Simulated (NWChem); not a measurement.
C3H7FSi; SMILES [SiH2](C)/C=C\F

```xyz
12

C      0.2663    -2.5410     0.0000
Si    -0.4952    -0.8235     0.0000
C      0.8692     0.4658     0.0000
C      0.6503     1.7776     0.0000
F     -0.5800     2.2900     0.0000
H     -0.5151    -3.3163     0.0000
H      0.8949    -2.6926    -0.8914
H      0.8949    -2.6926     0.8914
H     -1.3625    -0.6450     1.2068
H     -1.3625    -0.6450    -1.2068
H      1.9221     0.1650     0.0000
H      1.4135     2.5642     0.0000
```
Atoms are numbered in this order, from 1.

Coordinates come from a PBE0/def2-SVP optimisation. No frequency run checked for a minimum.

Give the principal values of the shielding tensors (ppm) of C1, Si2, C3, C4, F5 from Hartree-Fock/6-31G* (spherical d), GIAO (NWChem), with their diamagnetic and paramagnetic parts as GIAO splits them.


| atom | σ11 | σ22 | σ33 | isotropic | diamagnetic | paramagnetic |
|---|---|---|---|---|---|---|
| C1 | 201.7 | 203.2 | 209.1 | 204.7 | 252.8 | -48.1 |
| Si2 | 466.7 | 477.6 | 515.3 | 486.5 | 880.0 | -393.5 |
| C3 | -10.1 | 136.4 | 181.5 | 102.6 | 260.0 | -157.4 |
| C4 | -85.5 | 105.6 | 108.1 | 42.7 | 250.3 | -207.6 |
| F5 | 234.7 | 348.1 | 419.8 | 334.2 | 472.9 | -138.7 |
